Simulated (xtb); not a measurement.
Si(F)2(H)(nPr) (C3H8F2Si), SMILES CCC[SiH](F)F. All values are semi-empirical tight-binding results from xtb (GFN2-xTB unless named), good for trends rather than for accurate numbers. The structure is a stationary point at GFN2-xTB. One conformer was computed; it need not be the lowest.

Optimised geometry:

```xyz
14

Si     0.6539     0.6269    -0.1890
F      1.8867     1.2667     0.6099
F      1.3779    -0.5063    -1.0588
C     -0.5289    -0.1742     1.0479
C     -1.4737    -1.2211     0.4499
C     -2.4426    -0.6201    -0.5592
H      0.1819     1.6342    -1.1095
H      0.0678    -0.6520     1.8309
H     -1.1262     0.5920     1.5467
H     -0.8872    -2.0036    -0.0350
H     -2.0433    -1.6875     1.2579
H     -3.0157     0.1860    -0.1056
H     -3.1381    -1.3767    -0.9149
H     -1.9043    -0.2204    -1.4157
```
Charge 0, spin multiplicity 1.

```json
{
  "orbital_gap": "6.51 eV",
  "dipole_moment": "2.77 D",
  "zero_point_energy": "67.2 kcal/mol",
  "G − E(el) at 298.15 K (modified RRHO)": "46.5 kcal/mol",
  "static polarisability (D4 model)": "72.8 bohr³",
  "solvation energy, GFN2-xTB/ALPB(water)": "-0.6 kcal/mol",
  "solvation energy, GFN2-xTB/ALPB(acetone)": "-3.8 kcal/mol"
}
```

**Question.** Give the atomic charges and the Wiberg bond orders between heavy atoms. (An estimate is asked for; the answer gives what the named calculation found.)

**Answer.** charges (e) Si1 0.63, F2 -0.27, F3 -0.26, C4 -0.15, C5 -0.06, C6 -0.11, H7 -0.04, H8 0.05, H9 0.03, H10 0.03, H11 0.03, H12 0.04, H13 0.04, H14 0.03. Bond orders Si1–F2 1.08, Si1–F3 1.09, Si1–C4 0.90, C4–C5 1.02, C5–C6 1.02.
